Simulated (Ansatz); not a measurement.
Basis-set extrapolation for `C/C([SiH3])=N\[SiH3]` (PBE0-D4/def2-TZVP geometry, frozen core, Ansatz). Multiplicity 1, RHF reference.

```csv
,def2-TZVPP,def2-QZVPP
HF,-713.351612,-713.376200
MP2 correlation,-0.787720,-0.841205
CCSD(T) correlation,-0.884993,not run
```

Energies in hartree. Use E(X) = E(∞) + A·exp(−7.88·√X) for Hartree–Fock and E(X) = E(∞) + B·X^(−2.97) for correlation, with X = 3 and 4, and add CCSD(T) minus MP2 of the smaller set to the MP2 limit.

**Question.** What is the CCSD(T) energy at the basis-set limit?

**Answer.** HF limit: -713.376200 + (-0.024588) × 0.13774 = -713.37959. MP2 limit: -0.841205 + (-0.053485) × 0.74074 = -0.88082. Higher-order term: -0.884993 − (-0.787720) = -0.09727. Total: -714.35768 hartree, 317.9 kJ/mol below CCSD(T)/def2-TZVPP.
